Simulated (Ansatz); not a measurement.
Two isomers of C2H8OSSn: A = `C[O][SnH]([CH3])[SH]`, B = `C[O][SnH2][S]C`.

Isolated molecules relaxed with PBE0-D4/def2-TZVP in Ansatz; ΔE leaves out vibrations. CCSD(T)/CBS adds triple-zeta CCSD(T) − MP2 to the extrapolated MP2 energy (def2 sets, frozen cores). Functionals use def2-TZVPP. def2 core potentials past Kr. For Sn outer-core shells are correlated without core-valence functions, which leaves a few kJ/mol of doubt a bond. Each species was taken in one conformer, which may not be the lowest.

Task: Which isomer does CCSD(T)/CBS put lower? Give the gap. (An estimate is asked.)

Result: Ansatz gave: A, by 61.5 kJ/mol.

Task: Give E(B) − E(A) in kJ/mol with PBE0-D4, B2PLYP, HF/def2-TZVPP, r2SCAN-D4, MP2/def2-TZVPP, CCSD(T)/def2-TZVPP, CCSD/def2-TZVPP. (Estimate.)

Result: The calculation gave: PBE0-D4 54.2, B2PLYP 57.6, HF/def2-TZVPP 52.8, r2SCAN-D4 56.3, MP2/def2-TZVPP 64.0, CCSD(T)/def2-TZVPP 60.8, CCSD/def2-TZVPP 60.5. None reverses the order clearly.

Largest T1 diagnostic: 0.013.

In def2-TZVPP, CCSD(T) changes the Hartree–Fock value by +8.0 kJ/mol (the triples alone add +0.3 kJ/mol) and MP2 by +11.2 kJ/mol.
